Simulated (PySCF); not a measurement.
Species: CH5Bi.
Geometry (PBE0-D3(BJ)/def2-SVP, Å), atoms numbered from 1 in this order:
```xyz
7
CH5Bi angstrom
C     -0.8222   -0.0672   -0.1619
Bi     1.3924   -0.0353   -0.6954
H     -1.3404    0.6767   -0.7821
H     -1.2188   -1.0673   -0.3814
H     -0.9612    0.1678    0.9000
H      1.6698    1.4930    0.2125
H      1.8367   -0.9876    0.7650
```

Method used: PBE0-D3(BJ)/def2-SVP geometry optimisation, gas phase, def2 core potentials past Kr (PySCF).

Q: Which atoms are bound to Bi2, and at what distances?

A: 3 atoms: H6 1.799 Å, H7 1.799 Å, C1 2.278 Å. The nearest atom not counted as bound is H4, at 2.83 Å (others tie with it).

Q: List the angles at Bi2.

A: 
| angle | degrees | distance of the outer atoms (Å) |
| --- | --- | --- |
| C1–Bi2–H6 | 92.5 | 2.96 |
| C1–Bi2–H7 | 92.4 | 2.96 |
| H6–Bi2–H7 | 90.1 | 2.55 |

Q: What is the shape at Bi2?

A: Pyramidal: angles 92.5°, 92.4° and 90.1°, sum 275.1°, 1.08 Å off the plane of its three neighbours.

Q: What are the other bond lengths?

A: C1–H3, C1–H4, C1–H5 1.098 Å.

Point group: Cs (every atom within 0.08 Å of its image). Charge 0, singlet. PBE0-D3(BJ)/def2-SVP frequencies: not computed here.
